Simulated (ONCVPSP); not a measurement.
**lithium: one change to an ONCV potential, before and after**

lithium (Li), optimised norm-conserving Vanderbilt (ONCV), made with ONCVPSP 4.0.1 (PBE, scalar-relativistic). Core none, reference 1s2 2s1. Waves: 1s+2s: rc 1.30 bohr, ncon 5, nbas 10, qcut 9.4 1/bohr, 2 projectors; p scattering state at 0.24 Ha: rc 1.30 bohr, ncon 3, nbas 8, qcut 7.4 1/bohr, 2 projectors, debl 0.4 Ha; d scattering state at 0.31 Ha: rc 1.25 bohr, ncon 4, nbas 8, qcut 8.9 1/bohr, 2 projectors, debl 1.9 Ha. Local part: polynomial inside 0.85 bohr (lpopt 5, dvloc0 0 Ha). Core correction: none.

Change: s: rc 1.54.

Cutoffs: the cutoffs (Ha) at which the residual kinetic energy of the hardest occupied pseudo-wave falls to 1 and 0.1 mHa per electron; they do not see the model core or the augmentation charge, which bear on the density cutoff. Errors are all-electron minus pseudo energies relative to the spin-unpolarised reference configuration.

Problem. What does the change do?

Solution. The potential gets softer (33 Ha and 39 Ha → 29 Ha and 34 Ha); of the 4 tests that both files solve, the error grows in 1 and shrinks in 0 by more than 15 % and 0.3 meV (median size 0.4 → 0.5 meV); neither file shows a bound ghost. A larger radius leaves more room for a smooth pseudo-wave, so fewer plane waves are needed.

| quantity | base | changed |
| --- | --- | --- |
| cutoff, loose | 33 Ha | 29 Ha |
| cutoff, tight | 39 Ha | 34 Ha |
| bound ghosts | none | none |
| GHOST(+) flags under 300 eV | none | none |
| error for 1s2 2s0, meV [ΔE 5.30 eV] | +0.4 | +0.4 |
| error for 1s2 2s0.5, meV [ΔE 2.05 eV] | +0.1 | +0.1 |
| error for 1s2 2s0 2p1, meV [ΔE 1.79 eV] | +0.5 | +0.6 |
| error for 1s1 2s1, meV [ΔE 68.41 eV] | +1148 | +1576 |
| p: phases at 1.32 bohr within 0.05 rad from the reference energy up to (Ha; the scan ends near 5) | to the end of the scan | to the end of the scan |
| d: phases at 1.27 bohr within 0.05 rad from the reference energy up to (Ha; the scan ends near 5) | to the end of the scan | to the end of the scan |
